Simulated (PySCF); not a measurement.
Input for PySCF: R-B3LYP/LANL2DZ on H3NOSn (SMILES [NH2][Sn][OH]), a point of a torsion scan.

```python
from pyscf import gto, scf, dft, mp
from pyscf.data.elements import chemcore

mol = gto.M(
    atom='''
    N    -1.19622569   -0.04245896    0.18274805
    Sn    0.43647172   -1.14364955    0.79375627
    O     1.83234262   -0.22549350   -0.37128190
    H    -2.15277960   -0.15240874    0.49021390
    H    -1.18324171    0.71779421   -0.48430892
    H     1.67270931    0.17362358   -1.22251022
    ''',
    basis='lanl2dz',
    ecp={'Sn': 'lanl2dz'},
    charge=0, spin=0, verbose=3, max_memory=1800)
mf = dft.RKS(mol, xc='b3lyp')
mf.conv_tol = 1e-8
mf.max_cycle = 100
mf.kernel()
if not mf.converged:
    mf = mf.newton().run(mf.mo_coeff, mf.mo_occ)
```

**Question.** What total energy does the run end on?

**Answer.** -135.2014 hartree.
